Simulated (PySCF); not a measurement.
Si(H)(Me)2(SH) (C₂H₈SSi), SMILES S[SiH](C)C.

The structure is a stationary point at B3LYP-D3(BJ)/def2-SVP. One conformer was computed; it need not be the lowest.

Two levels are set side by side: PBE/def2-TZVP (PySCF) and ωB97X/def2-TZVP (PySCF). Same geometry, gas phase. Differences are taken from unrounded values.

```
quantity                     ωB97X
---------------------------  -----
orbital gap (eV)             12.12
highest occupied level (eV)  -9.54
lowest empty level (eV)       2.58
dipole moment (D)             2.07
mean polarisability (bohr³)   69.2
```

Q: What does PBE give, and how far is it from ωB97X? (The exact figures need the calculation; the answer reports its results.)

A: 
| quantity | PBE | PBE minus ωB97X |
|---|---|---|
| orbital gap (eV) | 5.60 | -6.52 |
| highest occupied level (eV) | -5.93 | 3.62 |
| lowest empty level (eV) | -0.33 | -2.91 |
| dipole moment (D) | 1.97 | -0.10 |
| mean polarisability (bohr³) | 72.5 | 3.3 |

PBE's occupied levels lie high since its potential decays too fast outside the molecule; exact exchange lowers them and widens the gap. Loosely held outer electrons make PBE densities more polarisable. Differences between two approximate levels are no errors against the true value.

Rough cost on one machine, each run with all the roots and properties that it gave: ωB97X against PBE within a factor of 2.
